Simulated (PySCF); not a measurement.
C$_{4}$H$_{3}$O, doublet, geometry from GFN2-xTB; M062X/3-21G (PySCF).

Input for PySCF:
```python
from pyscf import gto, scf, dft

mol = gto.M(
    atom='''
O    -0.00407297    0.07202035    1.17779240
C     0.01523432    1.11149462    0.36439717
C    -0.01720427   -1.02440881    0.38574577
C     0.01590251    0.77672463   -0.94435828
C    -0.00581900   -0.65162965   -0.92354072
H    -0.03380726   -1.98146239    0.86699691
H     0.02937772    1.41963845   -1.79726451
H    -0.01166803   -1.28742368   -1.78553519
''',
    basis='3-21g',
    spin=1,
    verbose=4,
    symmetry=True,
)

mf = dft.UKS(mol)
mf.xc = 'm062x'
mf.kernel()
mf.analyze()
```

Output, abridged:

```
PySCF version 2.14.0

[INPUT] verbose = 4
[INPUT] num. atoms = 8
[INPUT] num. electrons = 35
[INPUT] charge = 0
[INPUT] spin (= nelec alpha-beta = 2S) = 1
[INPUT] symmetry True subgroup None
[INPUT] Mole.unit = angstrom
[INPUT] Symbol           X                Y                Z      unit          X                Y                Z       unit  Magmom
[...]
nuclear repulsion = 153.527382219586
point group symmetry = Cs
symmetry origin: [ 1.61976525e-09 -4.31937400e-09  2.69960880e-09]
symmetry axis x: [0.01146596 0.88943592 0.45691605]
symmetry axis y: [-0.01081736 -0.45680902  0.88949902]
symmetry axis z: [ 0.99987575 -0.01514159  0.0043836 ]
num. orbitals of irrep A' = 41
num. orbitals of irrep A" = 10
number of shells = 31
number of NR pGTOs = 84
number of NR cGTOs = 51
basis = 3-21g
ecp = {}

******** <class 'pyscf.dft.uks_symm.SymAdaptedUKS'> ********
method = SymAdaptedUKS
initial guess = minao
damping factor = 0
level_shift factor = 0
DIIS = <class 'pyscf.scf.diis.CDIIS'>
diis_start_cycle = 1
diis_space = 8
diis_damp = 0
SCF conv_tol = 1e-09
SCF conv_tol_grad = None
SCF max_cycles = 50
direct_scf = True
direct_scf_tol = 1e-13
number electrons alpha = 18  beta = 17
XC library pyscf.dft.libxc version 7.1.2
    S. Lehtola, C. Steigemann, M. J. T. Oliveira, and M. A. L. Marques,  SoftwareX 7, 1–5 (2018)
XC functionals = m062x
    Y. Zhao and D. G. Truhlar,  Theor. Chem. Acc. 120, 215 (2008)
    Y. Zhao and D. G. Truhlar,  Theor. Chem. Acc. 120, 215 (2008)
radial grids:
    Treutler-Ahlrichs [JCP 102, 346 (1995); DOI:10.1063/1.469408] (M4) radial grids

becke partition: Becke, JCP 88, 2547 (1988); DOI:10.1063/1.454033
pruning grids: <function nwchem_prune>
grids dens level: 3
symmetrized grids: True
atomic radii adjust function: <function treutler_atomic_radii_adjust>
small_rho_cutoff = 0
Freeze 0 electrons in irreps []
    35 free electrons in irreps A' A"
Set gradient conv threshold to 3.16228e-05
tot grids = 99984
init E= -229.171495921903

cycle= 1 E= -227.904997124015  delta_E= 1.27  |g|= 0.252  |ddm|= 2.32
cycle= 2 E= -227.923158452719  delta_E= -0.0182  |g|= 0.236  |ddm|= 0.526
cycle= 3 E= -227.946208807339  delta_E= -0.0231  |g|= 0.0374  |ddm|= 0.193
cycle= 4 E= -227.947502849121  delta_E= -0.00129  |g|= 0.0102  |ddm|= 0.0809
cycle= 5 E= -227.947663019834  delta_E= -0.00016  |g|= 0.00619  |ddm|= 0.0232
cycle= 6 E= -227.947710655954  delta_E= -4.76e-05  |g|= 0.00304  |ddm|= 0.013
[...]
converged SCF energy = -227.947733544954  <S^2> = 0.7614314  2S+1 = 2.0113989
Total Energy =                        -227.947733544953593
[...]
beta  MO #21 (A' #16), energy= 0.183446764789073 occ= 0
beta  MO #22 (A' #17), energy= 0.215136740280379 occ= 0
beta  MO #23 (A' #18), energy= 0.239035939172279 occ= 0
beta  MO #24 (A' #19), energy= 0.267278347454555 occ= 0
beta  MO #25 (A' #20), energy= 0.294579548379547 occ= 0
beta  MO #26 (A' #21), energy= 0.378910364542627 occ= 0
beta  MO #27 (A' #22), energy= 0.464747096131495 occ= 0
beta  MO #28 (A' #23), energy= 0.514710895056298 occ= 0
beta  MO #29 (A' #24), energy= 0.726746762376357 occ= 0
beta  MO #30 (A" #6), energy= 0.749955405323653 occ= 0
beta  MO #31 (A' #25), energy= 0.76332037564596 occ= 0
beta  MO #32 (A' #26), energy= 0.797843375394726 occ= 0
beta  MO #33 (A' #27), energy= 0.807088027597725 occ= 0
beta  MO #34 (A" #7), energy= 0.818542465323132 occ= 0
beta  MO #35 (A" #8), energy= 0.840117601440146 occ= 0
beta  MO #36 (A' #28), energy= 0.858092132226512 occ= 0
beta  MO #37 (A" #9), energy= 0.889809756362231 occ= 0
beta  MO #38 (A' #29), energy= 0.985030369596531 occ= 0
beta  MO #39 (A' #30), energy= 1.01097147745764 occ= 0
beta  MO #40 (A' #31), energy= 1.08162571193954 occ= 0
beta  MO #41 (A' #32), energy= 1.09010132627579 occ= 0
beta  MO #42 (A' #33), energy= 1.23117449068236 occ= 0
beta  MO #43 (A' #34), energy= 1.33522543463009 occ= 0
beta  MO #44 (A' #35), energy= 1.37364980334704 occ= 0
beta  MO #45 (A" #10), energy= 1.57606895591656 occ= 0
beta  MO #46 (A' #36), energy= 1.5899513071487 occ= 0
beta  MO #47 (A' #37), energy= 1.63291459718057 occ= 0
beta  MO #48 (A' #38), energy= 1.77401114546501 occ= 0
beta  MO #49 (A' #39), energy= 1.9834424367939 occ= 0
beta  MO #50 (A' #40), energy= 2.06905718801527 occ= 0
beta  MO #51 (A' #41), energy= 3.21006122769695 occ= 0
 ** Mulliken pop alpha/beta on meta-lowdin orthogonal AOs **
 ** Mulliken pop       alpha | beta **
In total            18.00000 | 17.00000
 ** Mulliken atomic charges   ( Nelec_alpha | Nelec_beta ) **
charge of  0O =     -0.21401  (     4.10923      4.10478 )
charge of  1C =      0.14828  (     3.42945      2.42227 )
charge of  2C =      0.02471  (     2.98682      2.98847 )
charge of  3C =     -0.19414  (     3.06601      3.12812 )
charge of  4C =     -0.15993  (     3.10265      3.05728 )
charge of  5H =      0.13383  (     0.43388      0.43228 )
charge of  6H =      0.13385  (     0.43524      0.43091 )
charge of  7H =      0.12740  (     0.43672      0.43588 )
Dipole moment(X, Y, Z, Debye): -0.00841, -0.88571, -1.14203
```
